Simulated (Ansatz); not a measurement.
Start from `F[Si](F)(S)Cl` and change one atom or group to get `F[Si](F)(Cl)N[SiH2]Cl`.

Ansatz, PBE0-D4/def2-TZVP geometries, multiplicity 1. Each molecule was computed in one conformer, which needn't be the lowest.

```csv
property,`F[Si](F)(S)Cl`
LUMO energy (PBE/def2-TZVPP) / eV,-1.20
size of the dipole moment (B3LYP/def2-TZVPP) / D,1.58
size of the dipole moment (PBE/def2-TZVPP) / D,1.51
HOMO–LUMO gap (PBE0/def2-TZVPP) / eV,8.19
HOMO energy (PBE/def2-TZVPP) / eV,-7.11
LUMO energy (B3LYP/def2-TZVPP) / eV,-0.48
```

Task: What does the change do to each property? (An estimate is asked.)

Result: Computed: 
| property | `F[Si](F)(Cl)N[SiH2]Cl` | shift |
| --- | --- | --- |
| LUMO energy (PBE/def2-TZVPP) / eV | -0.90 | 0.30 |
| size of the dipole moment (B3LYP/def2-TZVPP) / D | 2.04 | 0.46 |
| size of the dipole moment (PBE/def2-TZVPP) / D | 1.95 | 0.44 |
| HOMO–LUMO gap (PBE0/def2-TZVPP) / eV | 8.87 | 0.68 |
| HOMO energy (PBE/def2-TZVPP) / eV | -7.44 | -0.33 |
| LUMO energy (B3LYP/def2-TZVPP) / eV | -0.28 | 0.20 |

With PBE0 the HOMO falls by 0.47 eV and the LUMO rises by 0.20 eV, so the gap widens by about 0.67 eV. PBE moves the HOMO by -0.33 eV and ωB97M-V by -0.57 eV. Dipoles are sizes alone; their direction can turn.

B3LYP here is the variant with VWN-RPA as its local correlation; programs differ in this.
